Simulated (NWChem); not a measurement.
Total energies of CdS

SMILES: [S]=[Cd]
```xyz
2

Cd     0.0000     0.0000     0.5614
S      0.0000     0.0000    -1.6843
```
Charge 0, spin multiplicity 1.

Everything below was run with NWChem. The geometry was optimised at PBE0/def2-SVP with def2 effective core potentials on Cd, a minimum by its harmonic frequencies.

Basis set: def2-SVP (49 functions).

| method | total energy (Ha) |
|---|---|
| RHF | -564.18659 |
| MP2 | -564.59636 |
| B2PLYP | -565.40360 |
| PBE | -565.59027 |
| B3LYP | -565.82793 |
| LDA (SVWN5) | -564.10634 |
| CCSD(T) | -564.61022 |

Total energies of different functionals aren't comparable as a measure of quality: only differences taken within one method are. 

Effective core potentials replace the inner electrons of Cd; spin-orbit coupling is left out. The correlated methods keep 9 core orbitals frozen. B3LYP has NWChem's definition, with VWN1-RPA local correlation. The structure started from a generated list of species. Coupled-cluster values serve here as a point of comparison, not as the truth.
